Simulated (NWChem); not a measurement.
System: C2H8Sn; SMILES [CH3][SnH2][CH3]

NWChem input:

```
start job
memory heap 200 mb stack 900 mb global 1100 mb
geometry units angstroms noautoz
  Sn     0.000000     0.000000     0.317334
  C     -1.767550     0.000647    -0.914691
  C      1.767550    -0.000647    -0.914691
  H      0.000344     1.394781     1.324405
  H     -0.000344    -1.394781     1.324405
  H     -1.783574    -0.894080    -1.553263
  H     -2.670359     0.002947    -0.287792
  H     -1.780975     0.893473    -1.555976
  H      2.670359    -0.002947    -0.287792
  H      1.780975    -0.893473    -1.555976
  H      1.783574     0.894080    -1.553263
end
basis spherical
  * library def2-svp
end
ecp
  Sn library def2-ecp
end
dft
  xc n12
  iterations 150
  mulliken
end
task dft energy
```

Parts of the log:

```
             Northwest Computational Chemistry Package (NWChem) 7.3.0
             --------------------------------------------------------

 C2V symmetry detected

                             Geometry "geometry" -> ""
                             -------------------------

 Output coordinates in angstroms (scale by  1.889725989 to convert to a.u.)

  No.       Tag          Charge          X              Y              Z
 ---- ---------------- ---------- -------------- -------------- --------------
    1 Sn                  50.0000     0.00000000     0.00000000     0.30668891
    2 C                    6.0000    -1.76755012     0.00000000    -0.92533609
    3 C                    6.0000     1.76755012     0.00000000    -0.92533609
    4 H                    1.0000     0.00000000     1.39478103     1.31375991
    5 H                    1.0000     0.00000000    -1.39478103     1.31375991
    6 H                    1.0000    -1.78227426    -0.89377692    -1.56526459
    7 H                    1.0000    -2.67035991     0.00000000    -0.29843709
    8 H                    1.0000    -1.78227426     0.89377692    -1.56526459
    9 H                    1.0000     2.67035991     0.00000000    -0.29843709
   10 H                    1.0000     1.78227426    -0.89377692    -1.56526459
   11 H                    1.0000     1.78227426     0.89377692    -1.56526459

 Effective nuclear repulsion energy (a.u.)     272.5354750570

      Symmetry information
      --------------------

 Group name             C2v
 Group number             16
 Group order               4
 No. of unique centers     5

                                 NWChem DFT Module
                                 -----------------

 Summary of "ao basis" -> "ao basis" (spherical)
 ------------------------------------------------------------------------------
       Tag                 Description            Shells   Functions and Types
 ---------------- ------------------------------  ------  ---------------------
 Sn                         def2-svp                10       26   4s4p2d
 C                          def2-svp                 6       14   3s2p1d
 H                          def2-svp                 3        5   2s1p

      Symmetry analysis of basis
      --------------------------

        a1         35
        a2         13
        b1         26
        b2         20

            General Information
            -------------------
          SCF calculation type: DFT
          Wavefunction type:  closed shell.
          No. of atoms     :    11
          No. of electrons :    42
           Alpha electrons :    21
            Beta electrons :    21
          Charge           :     0
          Spin multiplicity:     1
          Use of symmetry is: on ; symmetry adaption is: on
          Maximum number of iterations: 150
          AO basis - number of functions:    94
                     number of shells:    46
          Convergence on energy requested:  1.00D-06
          Convergence on density requested:  1.00D-05
          Convergence on gradient requested:  5.00D-04

              XC Information
              --------------
                          N12 Method XC Functional
                           N12 Exchange Functional  1.000
                         N12 Correlation Potential  1.000

             Grid Information
             ----------------
          Grid used for XC integration:  medium
          Radial quadrature: Mura-Knowles
          Angular quadrature: Lebedev.
          Tag              B.-S. Rad. Rad. Pts. Rad. Cut. Ang. Pts.
          ---              ---------- --------- --------- ---------
          Sn                  1.45      123           9.0       590
          C                   0.70       49          11.0       434
          H                   0.35       45          13.0       434
          Grid pruning is: on
          Number of quadrature shells:   307
          Spatial weights used:  Erf1

      Superposition of Atomic Density Guess
      -------------------------------------

 Sum of atomic energies:        -328.33959613

      Non-variational initial energy
      ------------------------------

 Total energy =    -293.974282
 1-e energy   =    -759.228461
 2-e energy   =     324.962679
 HOMO         =      -0.342119
 LUMO         =       0.053588

      Symmetry analysis of molecular orbitals - initial
      -------------------------------------------------

  Numbering of irreducible representations:

     1 a1          2 a2          3 b1          4 b2

  Orbital symmetries:

     1 a1          2 b1          3 a1          4 b2          5 a1
     6 b1          7 b1          8 a1          9 b2         10 a1
    11 a2         12 a1         13 b1         14 a1         15 b2
    16 a1         17 b1         18 a2         19 b2         20 a1
    21 b1         22 a1         23 b1         24 a1         25 b2
    26 a1         27 b2         28 a1         29 b1         30 b1
    31 a2

     ---------------------------------------------
      Total Density - Mulliken Population Analysis
     ---------------------------------------------

    Atom       Charge   Shell Charges
 -----------   ------   -------------------------------------------------------
    1 Sn  22    21.22   1.60  0.42  0.94  0.30  3.25  2.75  1.22  0.63  9.75  0.37
    2 C    6     6.64   1.99  0.96  0.31  2.08  1.28  0.01
    3 C    6     6.64   1.99  0.96  0.31  2.08  1.28  0.01
    4 H    1     1.13   0.66  0.46  0.01
    5 H    1     1.13   0.66  0.46  0.01
    6 H    1     0.87   0.66  0.19  0.03
    7 H    1     0.87   0.66  0.19  0.03
    8 H    1     0.87   0.66  0.19  0.03
    9 H    1     0.87   0.66  0.19  0.03
   10 H    1     0.87   0.66  0.19  0.03
   11 H    1     0.87   0.66  0.19  0.03

   convergence    iter        energy       DeltaE   RMS-Dens  Diis-err
 ---------------- ----- ----------------- --------- --------- ---------
 d= 0,ls=0.0,diis     1   -295.7314582144 -4.36D+02  1.11D-02  2.58D-01
 d= 0,ls=0.0,diis     2   -295.7490188057 -1.76D-02  5.64D-03  1.13D-01
 d= 0,ls=0.0,diis     3   -295.7601179500 -1.11D-02  1.95D-03  4.84D-02
 d= 0,ls=0.0,diis     4   -295.7669248382 -6.81D-03  5.42D-04  1.74D-03
 d= 0,ls=0.0,diis     5   -295.7672058382 -2.81D-04  5.99D-05  3.49D-05
  Resetting Diis
 d= 0,ls=0.0,diis     6   -295.7672105959 -4.76D-06  1.36D-05  7.81D-07
 d= 0,ls=0.0,diis     7   -295.7672107687 -1.73D-07  5.33D-06  4.49D-08

         Total DFT energy =     -295.767210768689
      One electron energy =     -763.417899515719
           Coulomb energy =      359.780898351292
    Exchange-Corr. energy =      -32.421710525121
 Nuclear repulsion energy =      140.291500920859

 Numeric. integr. density =       41.999994697284

                  Occupations of the irreducible representations
                  ----------------------------------------------

                     irrep           alpha         beta
                     --------     --------     --------
                     a1                9.0          9.0
                     a2                2.0          2.0
                     b1                6.0          6.0
                     b2                4.0          4.0

                       DFT Final Molecular Orbital Analysis
                       ------------------------------------

 Vector   19  Occ=2.000000D+00  E=-2.586899D-01  Symmetry=b2
              MO Center= -3.6D-15,  1.8D-14,  8.8D-01, r^2= 3.2D+00
   Bfn.  Coefficient  Atom+Function         Bfn.  Coefficient  Atom+Function
  ----- ------------  ---------------      ----- ------------  ---------------
    12      0.342539   1 Sn py               55      0.317515   4 H  s
    60     -0.317515   5 H  s                56      0.203869   4 H  s
    61     -0.203869   5 H  s                15      0.131155   1 Sn py
    18     -0.131524   1 Sn d -1              9     -0.120445   1 Sn py
     6     -0.111919   1 Sn py               31     -0.083727   2 C  py

 Vector   20  Occ=2.000000D+00  E=-2.507175D-01  Symmetry=a1
              MO Center=  5.2D-14, -1.5D-14,  7.4D-02, r^2= 4.0D+00
   Bfn.  Coefficient  Atom+Function         Bfn.  Coefficient  Atom+Function
  ----- ------------  ---------------      ----- ------------  ---------------
    13      0.346063   1 Sn pz               55      0.212090   4 H  s
    60      0.212090   5 H  s                32     -0.192825   2 C  pz
    46     -0.192825   3 C  pz               30     -0.168777   2 C  px
    44      0.168777   3 C  px               56      0.137117   4 H  s
    61      0.137117   5 H  s                16      0.133051   1 Sn pz

 Vector   21  Occ=2.000000D+00  E=-2.432312D-01  Symmetry=b1
              MO Center= -4.6D-14, -4.6D-16, -5.4D-01, r^2= 3.8D+00
   Bfn.  Coefficient  Atom+Function         Bfn.  Coefficient  Atom+Function
  ----- ------------  ---------------      ----- ------------  ---------------
    11      0.352565   1 Sn px               30     -0.299834   2 C  px
    44     -0.299834   3 C  px               33     -0.165658   2 C  px
    47     -0.165658   3 C  px               32     -0.159769   2 C  pz
    46      0.159769   3 C  pz               14      0.139272   1 Sn px
     8     -0.123364   1 Sn px               29     -0.118410   2 C  s

 Vector   22  Occ=0.000000D+00  E= 1.697935D-02  Symmetry=a1
              MO Center= -1.5D-15,  6.8D-16, -5.6D-01, r^2= 6.1D+00
   Bfn.  Coefficient  Atom+Function         Bfn.  Coefficient  Atom+Function
  ----- ------------  ---------------      ----- ------------  ---------------
    29      1.265392   2 C  s                43      1.265392   3 C  s
     4     -0.960440   1 Sn s                16      0.567761   1 Sn pz
     3     -0.540704   1 Sn s                66     -0.368137   6 H  s
    71     -0.367175   7 H  s                76     -0.368137   8 H  s
    81     -0.367175   9 H  s                86     -0.368137  10 H  s

 Vector   23  Occ=0.000000D+00  E= 2.121638D-02  Symmetry=b1
              MO Center= -2.4D-15, -2.1D-16,  3.6D-01, r^2= 6.5D+00
   Bfn.  Coefficient  Atom+Function         Bfn.  Coefficient  Atom+Function
  ----- ------------  ---------------      ----- ------------  ---------------
    14      1.171419   1 Sn px               29      1.149367   2 C  s
    43     -1.149367   3 C  s                11      0.297301   1 Sn px
    66     -0.281567   6 H  s                76     -0.281567   8 H  s
    86      0.281567  10 H  s                91      0.281567  11 H  s
    71     -0.230968   7 H  s                81      0.230968   9 H  s

 Vector   24  Occ=0.000000D+00  E= 3.662353D-02  Symmetry=a1
              MO Center=  1.9D-14,  1.1D-14,  5.5D-01, r^2= 5.0D+00
   Bfn.  Coefficient  Atom+Function         Bfn.  Coefficient  Atom+Function
  ----- ------------  ---------------      ----- ------------  ---------------
     3      0.900257   1 Sn s                16      0.868069   1 Sn pz
    56     -0.861333   4 H  s                61     -0.861333   5 H  s
    29      0.619358   2 C  s                43      0.619358   3 C  s
     4      0.423154   1 Sn s                13      0.333941   1 Sn pz
    71     -0.257444   7 H  s                81     -0.257444   9 H  s

     ---------------------------------------------
      Total Density - Mulliken Population Analysis
     ---------------------------------------------

    Atom       Charge   Shell Charges
 -----------   ------   -------------------------------------------------------
    1 Sn  22    21.65   1.61  0.42  1.15  0.16  3.24  2.78  1.54  0.59  9.71  0.45
    2 C    6     6.22   1.98  0.91  0.24  2.10  0.97  0.01
    3 C    6     6.22   1.98  0.91  0.24  2.10  0.97  0.01
    4 H    1     1.09   0.70  0.38  0.01
    5 H    1     1.09   0.70  0.38  0.01
    6 H    1     0.96   0.74  0.19  0.03
    7 H    1     0.96   0.74  0.19  0.03
    8 H    1     0.96   0.74  0.19  0.03
    9 H    1     0.96   0.74  0.19  0.03
   10 H    1     0.96   0.74  0.19  0.03
   11 H    1     0.96   0.74  0.19  0.03

     -------------------------------------------
      Total Density - Lowdin Population Analysis
     -------------------------------------------

    Atom       Charge   Shell Charges
 -----------   ------   -------------------------------------------------------
    1 Sn  22    21.54   1.18  0.77  0.74  0.37  3.01  2.87  1.47  0.85  9.44  0.82
    2 C    6     6.24   1.96  0.59  0.34  1.87  1.42  0.04
    3 C    6     6.24   1.96  0.59  0.34  1.87  1.42  0.04
    4 H    1     1.09   0.61  0.46  0.03
    5 H    1     1.09   0.61  0.46  0.03
    6 H    1     0.97   0.63  0.26  0.07
    7 H    1     0.97   0.63  0.26  0.07
    8 H    1     0.97   0.63  0.26  0.07
    9 H    1     0.97   0.63  0.26  0.07
   10 H    1     0.97   0.63  0.26  0.07
   11 H    1     0.97   0.63  0.26  0.07

     Multipole analysis of the density
     ---------------------------------

     L   x y z        total         alpha         beta         nuclear
     -   - - -        -----         -----         ----         -------
     0   0 0 0      0.000000    -21.000000    -21.000000     42.000000

     1   1 0 0      0.000000      0.000000      0.000000      0.000000
     1   0 1 0     -0.000000     -0.000000     -0.000000      0.000000
     1   0 0 1     -0.308530      7.959547      7.959547    -16.227624

     2   2 0 0    -29.446586   -129.815931   -129.815931    230.185275
     2   1 1 0      0.000000      0.000000      0.000000      0.000000
     2   1 0 1     -0.000000     -0.000000     -0.000000      0.000000
     2   0 2 0    -30.441871    -27.873532    -27.873532     25.305194
     2   0 1 1      0.000000      0.000000      0.000000      0.000000
     2   0 0 2    -30.384846    -61.213645    -61.213645     92.042443
```

Level: N12/def2-SVP with def2 effective core potentials on Sn. The geometry was optimised at PBE0/def2-SVP. def2 effective core potentials on Sn; no spin-orbit coupling.
